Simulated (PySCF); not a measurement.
Atoms are numbered as in `[CH3:1][Si:2]([OH:3])([OH:4])[OH:5]`; H(Xn) means a hydrogen on atom n.

Computed data (PySCF 2.14): structure optimised with PBE0-D3(BJ)/def2-TZVP, σ from GIAO-B97-2/pcSseg-2. One averaged value for each set of equivalent atoms, one computed conformer, isolated molecule, relativity neglected.

Chemical shifts δ = σref − σ; TMS for $^{13}$C (185.38 ppm) and $^{1}$H (31.64 ppm) and $^{29}$Si (348.46 ppm); $^{17}$O (327.66 ppm) vs H2O, all at this level.

```csv
atoms,nucleus,count,δ (ppm)
Si2,$^{29}$Si,1,?
O3/O4/O5,$^{17}$O,3,?
H(C1),$^{1}$H,3,0.11
H(O3)/H(O4)/H(O5),$^{1}$H,3,1.68
C1,$^{13}$C,1,-4.7
```

Complete the table.

Answers


- Si2: -32.6 ppm, silicon bonded to C, 3 O
- O3/O4/O5: 55.9 ppm, oxygen bonded to Si, H

The OH or NH signal is concentration- and solvent-dependent in practice; the value given is the gas-phase one. Shifts are as computed. Against solution values, carbons near 30 ppm lie about +3 ppm off and those near 130 ppm about +7 ppm. Of 1211 compounds with measured shifts, 218 miss one by over three times the rms of a fit or turn the order of signals round; such compounds aren't used in these exercises. Experimental scales use liquid or dissolved standards, which lie at an offset from isolated H2O (liquid H2O: subtract about 36 ppm).
